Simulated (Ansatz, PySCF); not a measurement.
Input for PySCF:
```python
from pyscf import gto, scf, dft

mol = gto.Mole()
mol.atom = '''
    Sn   -0.00000000   -0.00000000   -1.39442545
    I     0.00000000    0.00000000    1.31549570
'''
mol.basis = 'sto-3g'
mol.spin = 1
mol.verbose = 3
mol.build()

mf = dft.UKS(mol)
mf.xc = 'b3lyp'
mf.grids.atom_grid = (99, 590)
mf.grids.prune = None
mf.kernel()
```

**Question.** Give the equivalent Ansatz (an electronic-structure program) input.

**Answer.** This is not unique; one that fits is 
Ansatz 0.2 input:
```yaml
crystal:
  periodic: [false, false, false]
  atoms:
    - {symbol: Sn, position_ang: [-0.00000000, -0.00000000, -1.39442545]}
    - {symbol: I, position_ang: [0.00000000, 0.00000000, 1.31549570]}
basis:
  gaussian:
    orbitals: STO-3G
hamiltonian:
  xc: b3lyp
magnetization: {spin_polarized: true, initial_magnetization: 1}
accuracy: high
```

Both were run: PySCF gave -12818.140158 Eh and Ansatz -12818.140157 Eh, 0.001 mEh apart.
